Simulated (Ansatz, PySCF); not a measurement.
Ag2, SMILES [Ag][Ag], multiplicity 1. Atoms are numbered in the order given.

```xyz
2

Ag     0.0000     0.0000    -1.2882
Ag     0.0000     0.0000     1.2882
```
Charge 0, spin multiplicity 1.

Geometry optimised at PBE0-D3(BJ)/def2-TZVPD. The spin state was assumed, not searched. The def2 effective core potentials stand for the cores of Ag; spin–orbit coupling is left out.

Two levels are set side by side: PBE-D3(BJ)/def2-TZVPD (Ansatz, a program for electronic structure) and PBE0-D3(BJ)/def2-TZVPD (Ansatz). Each level has its own optimised geometry; the coordinates shown are those of the second. Frequencies come from the Hessian of PySCF at each geometry. Differences are taken from unrounded values.

```json
[
 {"quantity": "bond Ag1–Ag2 (Å)", "PBE0-D3(BJ)": "2.576"},
 {"quantity": "highest harmonic wavenumber (cm⁻¹)", "PBE0-D3(BJ)": "181"},
 {"quantity": "mean harmonic wavenumber (cm⁻¹)", "PBE0-D3(BJ)": "181"},
 {"quantity": "zero-point energy (kcal/mol)", "PBE0-D3(BJ)": "0.26"}
]
```

Problem. What does PBE-D3(BJ) give, and how far is it from PBE0-D3(BJ)? (An estimate is asked for; the answer gives what the named calculation found.)

Solution. 
```csv
quantity,PBE-D3(BJ),PBE-D3(BJ) minus PBE0-D3(BJ)
bond Ag1–Ag2 (Å),2.575,-0.001
highest harmonic wavenumber (cm⁻¹),181,0
mean harmonic wavenumber (cm⁻¹),181,0
zero-point energy (kcal/mol),0.26,0.00
```

On these quantities the two levels nearly agree.
